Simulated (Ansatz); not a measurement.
System: diiodo(methoxy)borane, CH$_{3}$BI$_{2}$O, charge 0, multiplicity 1. SMILES: COB(I)I
Geometry from a B3LYP-D3(BJ)/def2-TZVP (Ansatz, an electronic-structure program) optimisation:
```
O
B 1 1.3247
C 1 1.4331 2 126.55
H 3 1.0866 1 106.63 2 -180.00
H 3 1.0892 4 110.23 1 119.51
H 3 1.0892 4 110.23 5 120.98
I 2 2.1483 1 117.69 3 -180.00
I 2 2.1636 1 122.66 3 0.00
```
Charge 0, spin multiplicity 1.

Wanted: atomisation energy (electronic, to ground-state atoms), in kcal/mol. Cores are frozen in the correlated levels unless marked. Open shells are spin-unrestricted. Spin-orbit coupling is left out. Frozen are the shells of the preceding noble gas and the d and f shells that filled before the atom's block. Past Kr the def2 sets carry scalar-relativistic core potentials. STO-3G rows are all-electron and non-relativistic. The coupled-cluster limit lacks core correlation, which all-electron functionals hold. CBS(X,Y): correlation extrapolated as X^-3; Hartree-Fock from the larger set.

```
level                                        program  atomisation energy (kcal/mol)  minus last row
------------------------------------  --------------  -----------------------------  --------------
PBE0/def2-TZVPD                               Ansatz                          680.9             4.5
HSE06-D4/def2-TZVPD                   Ansatz + dftd4                          686.5            10.1
MP2/STO-3G                                    Ansatz                          690.1            13.7
RI-MP2/def2-TZVPP                             Ansatz                          679.6             3.2
CCSD(T)/def2-TZVPP                            Ansatz                          658.7           -17.7
CCSD(T)/def2-QZVPP                            Ansatz                          669.7            -6.7
CCSD(T)/CBS(def2-TZVPPD,def2-QZVPPD)          Ansatz                          676.4             0.0
```
